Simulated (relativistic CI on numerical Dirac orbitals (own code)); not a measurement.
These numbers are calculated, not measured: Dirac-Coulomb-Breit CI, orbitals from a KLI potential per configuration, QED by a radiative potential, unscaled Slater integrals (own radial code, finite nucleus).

The strongest absorption lines from the ground level of an ion, among the configurations computed and to levels below about 343 eV (vacuum wavelength in Å, gf): 45.335 (5.9e-09), 45.453 (1.2e-06), 59.279 (0.17), 60.308 (0.054), 84.409 (1.9e-06), 87.360 (0.00015), 257.31 (1.4), 376.74 (0.041).

Question: Which ion is it?
A. Mo XIII
B. Pd XVII
C. Cd XIX
D. Pd XIX

Answer: B. Pd XVII has 30 electrons and the ground level 4s2 1S_0; the strongest line goes to 4s 4p 1P°_1. The pattern of lines fixes the number of electrons, and along that sequence the line energies rise steadily with the charge (about as its square where n changes within one kind of shell, about linearly where n is kept but much faster in heavy ions where fine structure, which grows about as Z⁴, sets the gap, and irregularly where shells cross), which fixes Z. Configurations outside the model, such as inner-shell arrays, can give stronger lines. At this charge energies of transitions that change n are usually good to better than 1 %, and those within a shell (Δn = 0) to a few per cent.

LS names give the leading component of a level, which can be under half, so a name can repeat, a term be missing and a line seem to break the LS rules.
